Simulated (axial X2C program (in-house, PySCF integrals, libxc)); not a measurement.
**Working with the constants of LiOs**

A bond curve at the PBE0 level, two-component, was computed with an axial X2C code built on PySCF integrals (basis Os dyall-v3z [13s14p9d6f2g], Li dyall-v3z [7s8p2d] (cores contracted in-house)) for the state Ω = 3/2 (⟨Sz⟩ = 1.34, ⟨Lz⟩ = 0.16 at PBE0). Its fit gives Re = 2.3469 Å, ωe = 443.0 cm⁻¹, ωexe = 2.36 cm⁻¹ and αe = 3.585e-03 cm⁻¹; the masses are 191.9615 and 7.0160 u. Two-component means X2C with spin–orbit coupling and atomic mean-field Coulomb and Gaunt terms.

Find the reduced mass, Be and the force constant.

From the PBE0 values: μ = 6.7686 u. Be = 16.8576/(μ Re²) = 0.4522 cm⁻¹. k = 5.8918×10⁻⁷ μ ωe² = 0.783 mdyn/Å.

Where do the fundamental and the first overtone lie?

ν(1←0) = ωe − 2ωexe = 438.3 cm⁻¹; ν(2←0) = 2ωe − 6ωexe = 871.8 cm⁻¹.

Estimate De from a Morse curve and compare with the computed well depth of 1.528 eV to Os + Li.

De(Morse) = ωe²/(4ωexe) = 2.578 eV against 1.528 eV computed, a ratio of 1.69. The extrapolation overshoots: the well softens faster than a Morse curve, or the lowest atomic limit lies below the one to which the curve heads.

The dipole moment p changes by 2.82 D/Å at Re. What harmonic infrared intensity follows?

I = 42.256 × (dp/dR)²/μ = 50 km/mol.

A Morse curve ties αe to the other constants (Pekeris). How well does that hold?

αe(Morse) = 6Be²/ωe × (√(ωexe/Be) − 1) = 3.557e-03 cm⁻¹; the PBE0 curve gives 3.585e-03 cm⁻¹, a ratio of 0.99.

The state is a single determinant with fixed occupations, the lowest that a limited PBE0 search found. Dissociation energies refer to the lowest single-determinant-based atoms at the same level and basis. Density functionals use the spin component along the axis (collinear). PBE0 can misorder states that lie within some tenths of an eV, so this need not be the ground state of the molecule. The nearest other 2c determinant of the search, Ω = 9/2, lies 0.15 eV up at the distance of the search. The functionals have no current-density term, which raises determinants with orbital currents, atoms included. With several unpaired electrons one determinant need not be a pure state. This is the top spin component of a Σ state; components of lower Ω are not single determinants and can lie lower.
